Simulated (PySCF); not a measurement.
```xyz
3
charge 0 multiplicity 1, angstrom
Ru   -0.7812    0.0000   -0.4502
N    -2.2350    0.0000    0.0631
Br    1.4053    0.0000    0.5701
```

Computed with PBE0/[Ru def2-TZVP with ECP28, N def2-TZVP, Br def2-TZVP], scalar-relativistic core potentials, density fitting, no spin–orbit coupling, PySCF.

This geometry of BrRuN is a stationary point at this level.

(1) What is the point group?

(2) Is it a minimum?

(3) Which band is strongest in the infrared?

(4) What are the dipole moment and the gap between the highest occupied and lowest empty levels?

Results:

(1) Cs.

(2) Yes: all harmonic wavenumbers are real.

(3) 1273 cm⁻¹ (a'), 120 km/mol.

(4) 3.19 D and 3.41 eV.

Other isomers or separated fragments may lie lower.
